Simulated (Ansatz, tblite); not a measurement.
Removing and adding an electron: Al3Si. The state is a doublet with charge 0. Geometry: PBE0-D4/def2-TZVP. Ansatz, gas phase; energy differences of separate SCF runs; the oxidised species is a triplet (the singlet lies 0.58 eV higher at PBE0-D4/def2-TZVP); the reduced species is a singlet (the triplet lies 0.34 eV higher at PBE0-D4/def2-TZVPD).

```xyz
4

Al   -0.964    1.027   -0.198
Al   -0.271   -0.732   -1.916
Al    0.377    0.619    1.938
Si    0.858   -0.914    0.176
```

The xTB rows come from tblite. The structure comes from a short search, and lower isomers may exist.

```csv
level,−HOMO (eV),vertical IE (eV),−LUMO (eV),vertical EA (eV),HOMO–LUMO gap (eV),remarks
GFN2-xTB,–,9.48,–,–,–,–
PBE-D4/def2-TZVP,4.70,7.01,4.19,–,0.51,–
PBE-D4/def2-TZVPD,4.70,–,4.19,2.15,0.51,restricted SCF unstable in HF (-1 singlet)
r2SCAN-D4/def2-TZVP,4.88,7.08,3.88,–,1.00,–
r2SCAN-D4/def2-TZVPD,4.87,–,3.87,2.11,1.00,restricted SCF unstable in HF (-1 singlet)
PBE0-D4/def2-TZVP,5.47,7.06,3.43,–,2.03,–
PBE0-D4/def2-TZVPD,5.46,–,3.44,2.14,2.02,restricted SCF unstable in HF (-1 singlet)
```

Run but left out: HF/def2-TZVPD, MP2/def2-TZVPD, CCSD/def2-TZVPD, CCSD(T)/def2-TZVPD (doublet: ⟨S²⟩ 1.68, where a pure state has 0.75).   HOMO and LUMO are the levels of the spin that leaves or enters (xTB has no such levels and no spin-polarisation term). Other spin states of the ions may lie lower, which would lower the ionisation energy or raise the affinity. Raw xTB energy differences between charge states are shifted by several eV; the methods need an empirical correction for them.
